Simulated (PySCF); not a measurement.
BH2, charge +1, multiplicity 1.

```xyz
3

B      0.0000     0.0000     0.0000
H      0.0000     0.0000    -1.1743
H      0.0000     0.0000     1.1743
```
Charge +1, spin multiplicity 1.

Geometry: B3LYP-D3(BJ)/def2-TZVPD. The multiplicity is an assumed one; other spin states were not compared. The isomer is the one that the SMILES or the coordinates give; other isomers of the formula were not compared.

Computed with B3LYP/pcSseg-2 (PySCF). Non-relativistic, no solvent.

Computed absolute GIAO shielding of each atom: isotropic value and principal components (ppm):
```
atom  σ(iso)     σ11     σ22    σ33   span
----  ------  ------  ------  -----  -----
B1      -6.7  -107.7  -107.7  195.4  303.1
H2      26.9    25.2    25.2   30.3    5.1
H3      26.9    25.2    25.2   30.3    5.1
```
